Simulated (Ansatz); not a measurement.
One change: `[SiH3][GeH2][SiH3]` becomes `[SiH3][GeH3]`.

Ansatz, PBE0-D4/def2-TZVP geometries, multiplicity 1. 

Scalar relativity is left out up to krypton.

```csv
property,`[SiH3][GeH2][SiH3]`
HOMO energy (PBE/def2-TZVPP) / eV,-6.90
size of the dipole moment (ωB97M-V/def2-TZVPP) / D,0.01
LUMO energy (ωB97M-V/def2-TZVPP) / eV,1.55
LUMO energy (PBE0/def2-TZVPP) / eV,-0.10
HOMO–LUMO gap (B3LYP/def2-TZVPP) / eV,7.44
HOMO–LUMO gap (PBE0/def2-TZVPP) / eV,7.83
```

**Question.** Give the same properties after the change, and the shifts. (An estimate is asked.)

**Answer.** The calculation gave: 
| property | `[SiH3][GeH3]` | shift |
| --- | --- | --- |
| HOMO energy (PBE/def2-TZVPP) / eV | -7.20 | -0.30 |
| size of the dipole moment (ωB97M-V/def2-TZVPP) / D | 0.12 | 0.11 |
| LUMO energy (ωB97M-V/def2-TZVPP) / eV | 1.94 | 0.39 |
| LUMO energy (PBE0/def2-TZVPP) / eV | 0.36 | 0.46 |
| HOMO–LUMO gap (B3LYP/def2-TZVPP) / eV | 8.18 | 0.74 |
| HOMO–LUMO gap (PBE0/def2-TZVPP) / eV | 8.66 | 0.83 |

With PBE0 the HOMO falls by 0.37 eV and the LUMO rises by 0.46 eV, so the gap widens by about 0.83 eV. PBE moves the HOMO by -0.30 eV and ωB97M-V by -0.44 eV. The zero-point energy changes by -46.0 kJ/mol with -9 modes.

B3LYP here is the variant with VWN-RPA as its local correlation; programs differ in this.
